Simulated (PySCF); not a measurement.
F2Sr, charge +1, doublet, at a GFN2-xTB geometry (such geometries of metal compounds can be far from the true shape) (a state made from the parent by changing its charge; the spin is typed, not shown lowest) (all electrons, no relativity). Base run: PySCF with PBE0/3-21G.

Input for PySCF:
```python
from pyscf import gto, scf, dft

mol = gto.M(
    atom='''
Sr   -0.511119   -0.118058   -0.045484
F     0.910374    1.341797   -0.844596
F     1.247684   -0.843329    1.036641
''',
    basis='3-21g',
    charge=1,
    spin=1,
    verbose=3,
)

mf = dft.UKS(mol)
mf.xc = 'pbe0'
mf.kernel()
```

Each row names what was changed in the base input (with any setting that the change needs).

| change | ΔE vs base (µEh) | grid points | electrons on the grid | outcome |
|---|---|---|---|---|
| base | 0.0 | 50440 | 55.00000 | converged |
| grids.level = 1 | -164 | 18688 | 55.00065 | converged |
| grids.level = 4 | -5.6 | 89800 | 55.00001 | converged |
| grids.level = 7 | 1.7 | 268848 | 55.00000 | converged |
| grids.radi_method = mura_knowles | -2.6 | 45184 | 55.00000 | converged |
| grids.atom_grid = (50, 194) | -669 | 19440 | 55.00068 | converged |
| grids.prune = dft.gen_grid.sg1_prune | - | - | - | stopped with an error |
| grids.level = 5 | 2.2 | 135088 | 55.00000 | converged |
| grids.radi_method = gauss_chebyshev | 0.2 | 47776 | 55.00000 | converged |
| grids.becke_scheme = stratmann | -2.2 | 50440 | 55.00001 | converged |
| grids.atom_grid = (75, 302) | -123 | 41816 | 55.00016 | converged |

Open shells are given as the SCF converged; they aren't shown to be the lowest states, and a large step between rows can be another state.

- grids.prune = dft.gen_grid.sg1_prune: ended with `IndexError: index 38 is out of bounds for axis 0 with size 19`
